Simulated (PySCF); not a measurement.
Zn(Cl)(SMe) (CH₃ClSZn), SMILES C[S][Zn][Cl]. Heavy atoms are numbered as in [Zn:1]([Cl:2])[S:3][CH3:4]. Hydrogens are named by the atom that carries them.

Geometry optimised at PBE0-D3(BJ)/def2-SVP. The structure was generated by enumeration; whether it is a known compound was not checked. The values are those of a single conformer.

Method: KT2/pcSseg-1 in PySCF.

GIAO shieldings, no solvent; atoms alike by connectivity are averaged. δ = σ(ref) − σ: ³⁵Cl against HCl (σ = 945.4 ppm); ³³S against H2S (σ = 723.0 ppm); ¹³C against TMS (σ = 185.1 ppm); ¹H against TMS (σ = 31.47 ppm), references at their B3LYP-D3(BJ)/def2-TZVP geometries, non-relativistic (without spin–orbit terms, shifts of atoms bonded to Cl or Br come out too high).

### Question
Estimate the chemical shifts. (Estimate from the structure and the level; the computed values follow.)

### Answer

| nucleus | atoms | count | δ (ppm) |
|---|---|---|---|
| ³⁵Cl | Cl2 | 1 | -21.0 |
| ³³S | S3 | 1 | 61.5 |
| ¹³C | C4 (CH3) | 1 | 13.4 |
| ¹H | H on C4 | 3 | 2.41 |
